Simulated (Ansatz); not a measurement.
Reaction: BHCl2 (SMILES ClBCl) → BHCl (SMILES [BH]Cl, doublet) + Cl (doublet) (the B-Cl bond breaks)
Each species at its own B3LYP-D3(BJ)/def2-TZVP minimum (Ansatz, a program for electronic structure).

Total energies in hartree (Ansatz). Open shells are spin-unrestricted; no spin-orbit coupling. Cores are frozen in correlated methods. No relativity.

```tsv
species	HF/cc-pV(T+d)Z	CCSD(T)/cc-pV(T+d)Z	HF/cc-pV(Q+d)Z	CCSD(T)/cc-pV(Q+d)Z	CCSDT(Q)/cc-pV(T+d)Z
1: BHCl2 (dichloroborane, SMILES ClBCl)	-944.39220	-944.92949	-944.40082	-944.98275	-944.93164
2: BHCl (SMILES [BH]Cl, doublet)	-484.75890	-485.06291	-484.76408	-485.09197	-485.06444
3: Cl (doublet)	-459.48556	-459.67356	-459.48916	-459.69449	-459.67440
```

**Question.** Work out the bond dissociation energy (electronic) in kcal/mol: take Hartree-Fock from cc-pV(Q+d)Z, extrapolate the CCSD(T) correlation energy as X^-3 (X = 3, 4), and add CCSDT(Q) - CCSD(T) in cc-pV(T+d)Z. 1 hartree = 627.51 kcal/mol.

**Answer.** 
Species 1: correlation (64·(-0.58193) - 27·(-0.53729))/37 = -0.61451; step -0.00215; E1 = -944.40082 + (-0.61451) + (-0.00215) = -945.01748
Species 2: correlation (64·(-0.32789) - 27·(-0.30401))/37 = -0.34532; step -0.00153; E2 = -484.76408 + (-0.34532) + (-0.00153) = -485.11093
Species 3: correlation (64·(-0.20533) - 27·(-0.18800))/37 = -0.21798; step -0.00084; E3 = -459.48916 + (-0.21798) + (-0.00084) = -459.70798
-1·E1 +1·E2 +1·E3 = 0.19857 hartree = 124.6 kcal/mol.
